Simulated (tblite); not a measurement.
C6H15N2, doublet, at a GFN2-xTB geometry; GFN1-xTB (tblite).

The tblite input:
```
$ tblite run mol.xyz --method gfn1 --charge 0 --spin 1 --grad --json tblite.json --no-restart

# file mol.xyz
23

C      2.18264245     0.75916371    -1.20784471
N      1.56809513     0.03929249    -0.19221781
C      2.32302147    -1.03959731     0.38967337
C      0.70731898     0.75219462     0.72192760
C     -0.61675438     0.02963956     1.01966905
N     -1.61472241     0.27158210    -0.00749814
C     -1.33961984    -0.46747268    -1.22251291
C     -2.95296635    -0.00508795     0.47090707
H      1.62383551     1.58043999    -1.61546351
H      2.80842540     0.19372847    -1.87337691
H      2.83466652    -1.58890398    -0.39825032
H      1.65175296    -1.72185048     0.91165474
H      3.07422847    -0.67971840     1.10768568
H      0.46420581     1.72382207     0.29041242
H      1.23051433     0.91808490     1.67612876
H     -1.00707368     0.43375463     1.95706706
H     -0.43717525    -1.04961933     1.16809170
H     -0.34601268    -0.21629737    -1.58110231
H     -2.06896908    -0.18539756    -1.98071322
H     -1.39479190    -1.55816045    -1.07165148
H     -3.66556652     0.23971518    -0.31536933
H     -3.09790525    -1.06004867     0.75558249
H     -3.16559739     0.62128917     1.33639888
```

Q: What does tblite print? Leave out banner, timings and long lists.

A: 
```
xTB calculator
 | screened Coulomb repulsion
 | Coulomb electrostatics
 |  * isotropic Klopman-Ohno-Mataga-Nishimoto electrostatics
 |  * onsite third-order electrostatics
 | DFT-D3(BJ) dispersion correction

halogen bonding energy    0.0000000000000E+00 Eh
repulsion energy          3.2828649361944E-01 Eh
dispersion energy        -9.9436009575768E-03 Eh
number of electrons       4.9000000000000E+01 e
integral cutoff           1.9731147476801E+01 bohr

------------------------------------------------------------
  cycle        total energy    energy error   density error
------------------------------------------------------------
      1     -27.00476102726  -2.7323104E+01   5.5069724E-01
      2     -27.06585089491  -6.1089868E-02   3.2545477E-01
      3     -27.06606215215  -2.1125724E-04   4.6078109E-02
      4     -27.06690691999  -8.4476783E-04   1.9087307E-03
      5     -27.06691631948  -9.3994923E-06   6.0931677E-04
      6     -27.06691699932  -6.7983419E-07   1.5509233E-04
      7     -27.06691702365  -2.4337044E-08   2.2269189E-05
      8     -27.06691702439  -7.4073725E-10   3.7342195E-06
------------------------------------------------------------

electronic energy        -2.7385259917056E+01 Eh
total energy             -2.7066917024394E+01 Eh

Post processing:
 | Mayer-Wiberg bond orders

[Info] Tight-binding results written to 'tblite.txt'
[Info] JSON dump of results written to 'tblite.json'
```
